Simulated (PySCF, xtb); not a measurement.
CH3BrSTe, SMILES S([Te]Br)C.

GFN2-xTB run with xtb 6.7.1 at its own geometry gives an orbital gap of 3.09 eV and a dipole moment of 5.71 D.

The structure is a stationary point at B3LYP-D3(BJ)/def2-SVP. This is a generated structure with no PubChem entry under its InChIKey; it may be hypothetical. The def2 effective core potentials stand for the cores of Te; spin–orbit coupling is left out. Other conformers were not sampled.

**Question.** What does PBE/def2-TZVP in PySCF give? (Estimate from the structure and the level; the computed values follow.)

**Answer.** gap 1.99 eV (levels -5.45 and -3.46 eV), dipole 2.51 D.
